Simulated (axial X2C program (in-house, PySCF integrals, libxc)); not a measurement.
**MnH⁺ along the bond: HF, 2c**

All values were computed with an in-house all-electron X2C program for linear molecules (integrals from PySCF). Two-component (2c) means X2C with spin–orbit coupling and atomic mean-field two-electron Coulomb and Gaunt terms. Basis: Mn dyall-cv3z [9s10p6d3f2g], H dyall-v3z [6s2p1d] (cores contracted in-house); Gaussian nuclei, density fitting, unrestricted open shells. Masses: Mn 54.938 u, H 1.008 u.

State: Ω = 5/2 (⟨Sz⟩ = 2.50, ⟨Lz⟩ = 0.00 at HF). Dipoles are positive if H is the positive end and refer to the centre of mass.

Results along the bond:

| R (Å) | μ (D) | HOMO (eV) | LUMO (eV) |
| --- | --- | --- | --- |
| 1.401 | -3.136 | -16.81 | -6.08 |
| 1.465 | -3.185 | -16.70 | -6.16 |
| 1.513 | -3.199 | -16.60 | -6.21 |
| 1.562 | -3.192 | -16.48 | -6.26 |
| 1.610 | -3.161 | -16.34 | -6.30 |
| 1.666 | -3.087 | -16.16 | -6.33 |
| 1.723 | -2.964 | -15.98 | -6.35 |
| 1.795 | -2.725 | -15.74 | -6.35 |
| 1.884 | -2.319 | -15.48 | -6.30 |
| 2.013 | -1.629 | -15.19 | -6.17 |

The state is a single determinant with fixed occupations, the lowest that a limited PBE0 search found. With several unpaired electrons one determinant need not be a pure state. This is the top spin component of a Σ state; components of lower Ω are not single determinants and can lie lower. The determinant is spin-polarised beyond a pure state at some levels (its spin-free form has ⟨S²⟩ too high), which makes Re and μ there less reliable.
